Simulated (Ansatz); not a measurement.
Geometry optimisation, Ansatz, RKS PBE0-D4/6-31G*.

Input file:

```yaml
crystal:
  periodic: [false, false, false]
  atoms:
    - { symbol: B, position_ang: [0.306531, 0.66438, -0.198931] }
    - { symbol: O, position_ang: [-0.304227, -0.474624, 2.074576] }
    - { symbol: H, position_ang: [-1.231505, -0.525211, 1.807671] }
    - { symbol: "N", position_ang: [1.456289, -0.017861, -0.596588] }
    - { symbol: H, position_ang: [1.415554, -0.939545, -1.00525] }
    - { symbol: H, position_ang: [2.393024, 0.271248, -0.360558] }
    - { symbol: H, position_ang: [-0.765918, 0.260014, -0.55885] }
    - { symbol: P, position_ang: [0.371806, 2.327012, 0.762025] }
    - { symbol: H, position_ang: [1.659295, 2.801563, 0.389206] }
    - { symbol: H, position_ang: [-0.344794, 3.124426, -0.16786] }
    - { symbol: H, position_ang: [-0.229256, 0.426998, 2.463559] }
basis:
  gaussian: { orbitals: "6-31G*" }
hamiltonian:
  xc: pbe0
  dispersion: d4
relax:
  f_tol: 0.03
  max_steps: 50
```

Run as:

```bash
$ ansatz run input.yaml --threads 1 --pin off --max-ram 2048MiB --backend cpu --events-out ev --progress --plain --runs-dir out
```

Problem. Where does it end, and by what steps?

Solution. The forces met the threshold. After 12 steps the energy has fallen by 0.043 eV; O2 moved furthest, 0.34 Å.

```
step  energy less start (eV)  largest force component (eV/Å)  accepted
   0                  0.0000                           0.712       yes
   1                 -0.0258                           0.379       yes
   2                 -0.0075                           1.326        no
   3                 -0.0289                           0.237       yes
   4                 -0.0342                           0.583       yes
   5                 -0.0389                           0.249       yes
   6                 -0.0379                           0.331        no
   7                 -0.0419                           0.180       yes
   8                 -0.0427                           0.085       yes
   9                 -0.0428                           0.072       yes
  10                 -0.0428                           0.070       yes
  11                 -0.0413                           0.245        no
  12                 -0.0432                           0.009       yes
```

```xyz
11
Properties=species:S:1:pos:R:3
B 0.361 0.684 -0.321
O -0.479 -0.544 2.361
H -1.334 -0.463 1.921
N 1.513 -0.008 -0.671
H 1.480 -0.911 -1.121
H 2.447 0.281 -0.421
H -0.704 0.242 -0.651
P 0.397 2.301 0.737
H 1.657 2.836 0.356
H -0.378 3.126 -0.117
H -0.233 0.376 2.537
```

Time of the run: 51 s on 1 thread of Arm Neoverse V1 (shared host), peak memory 0.15 GiB.
